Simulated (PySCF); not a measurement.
C₄H₃FOSi, SMILES C#C[Si](O)(F)C#C.

Coordinates come from a r2SCAN-D4/def2-SVP optimisation. This is a generated structure with no PubChem entry under its InChIKey; it may be hypothetical. One conformer was computed; it need not be the lowest.

Calculation: CAM-B3LYP/def2-TZVP (PySCF).

Computed frontier levels, gap, dipole moment and polarisability:
- highest occupied level: -9.83 eV
- lowest empty level: 0.08 eV
- orbital gap: 9.91 eV
- dipole moment: 2.16 D
- quadrupole, principal values (traceless, Buckingham form, about the centre of nuclear charge): -13.47, -1.22, 14.69 D·Å
- mean static polarisability: 64.8 bohr³ (9.60 Å³)
- polarisability, principal values: 45.5, 61.9, 87.0 bohr³
